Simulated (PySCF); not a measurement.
A mixed set of molecules. Method used: TDDFT PBE0/def2-SVPD, vertical, gas phase, core orbitals frozen in the response in PySCF 2.14.0, density-fitted response routines. Geometries: GFN2-xTB; one conformer of each isolated species. Triplets are in the Tamm–Dancoff approximation.

Question: Rank by computed S1–T1 gap, lowest first.
A. `F[C@@H]([SiH3])[Si@H](C(F)(F)F)Cl`
B. `CCN(N)C1CC1`
C. `C=CCC[C@@H](C)F`
D. `C/N=C\[C@@H](C)NC`
E. `CN1CCCN1C`

Answer: E (0.08 eV), B (0.29 eV), A (0.59 eV), D (0.75 eV), C (2.78 eV).

```json
{"SMILES": "CN1CCCN1C", "S1−T1 (eV)": "0.08", "S1 (eV)": "5.71", "T1 (eV)": "5.63", "S1 mainly": "H→L (98%)", "T1 mainly": "H→L (97%)", "f(S1)": "0.005"}
{"SMILES": "CCN(N)C1CC1", "S1−T1 (eV)": "0.29", "S1 (eV)": "6.14", "T1 (eV)": "5.86", "S1 mainly": "H→L (91%)", "T1 mainly": "H→L (91%)", "f(S1)": "0.054"}
{"SMILES": "F[C@@H]([SiH3])[Si@@H](Cl)C(F)(F)F", "S1−T1 (eV)": "0.59", "S1 (eV)": "6.64", "T1 (eV)": "6.05", "S1 mainly": "H→L (95%)", "T1 mainly": "H→L (91%)", "f(S1)": "0.067"}
{"SMILES": "C/N=C\\[C@@H](C)NC", "S1−T1 (eV)": "0.75", "S1 (eV)": "4.75", "T1 (eV)": "4.00", "S1 mainly": "H→L (81%)", "T1 mainly": "H→L (67%)", "f(S1)": "0.001"}
{"SMILES": "C=CCC[C@@H](C)F", "S1−T1 (eV)": "2.78", "S1 (eV)": "7.26", "T1 (eV)": "4.47", "S1 mainly": "H→L+1 (67%)", "T1 mainly": "H→L (94%)", "f(S1)": "0.034"}
```

H and L stand for HOMO and LUMO. For `C=CCC[C@@H](C)F` the leading configurations of S1 and T1 differ. Singlets come from full response and triplets from the Tamm–Dancoff approximation.
